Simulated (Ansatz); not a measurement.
Harmonic frequencies (cm⁻¹) at PBE0-D4/def2-TZVP from Ansatz: 91, 157, 171, 224, 265, 304, 330, 373, 408, 447, 558, 674, 801, 812, 873, 940, 962, 1016, 1025, 1056, 1296, 1442, 1580, 1674, 3131, 3147, 3216, 3605, 3699, 3934.

Each molecule was computed in one conformer, which needn't be the lowest.

(1) Which molecule is it?
A. `CO[SiH](O)[SiH3]`
B. `C[SiH](F)N=C=O`
C. `C[SiH2]N`
D. `C=C[Si](N)(O)F`

Answers

(1) D.
